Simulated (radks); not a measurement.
These are the eigenvalues of the occupied orbitals of an atom or ion with whole-number occupations (eV). Calculated with a radial shooting solver on a logarithmic mesh with Libxc functionals: scalar-relativistic Kohn-Sham, r2SCAN, spin-polarised, spherical densities, finite nucleus; meta-GGA in the generalised Kohn-Sham scheme; Fermi nuclear charge, rms radius of each element as measured or else 0.836 A^(1/3) + 0.57 fm.

1s up: -8272.049
1s down: -8272.046
2s up: -1026.531
2s down: -1024.159
2p up: -886.0083
2p down: -884.2083
3s up: -149.7997
3s down: -145.0451
3p up: -108.4131
3p down: -103.6847
3d up: -42.5869
3d down: -37.9908
5s up: -11.3447

Which element is it, and in what charge state? The configuration may be excited. Open shells, if any, are filled with parallel spins first.

Answer. Z = 28, nickel, charge +2: Ni2+ in [Ar] 3d7 5s1. The list shows which subshells hold electrons but not how many an open one holds; the 1s level, -303.99 hartree, gives Z - s = 24.7 by -(Z - s)^2/2, which with screening and relativity narrows Z to a few neighbours, and the depths of the outer levels then fix element, charge and occupations together.
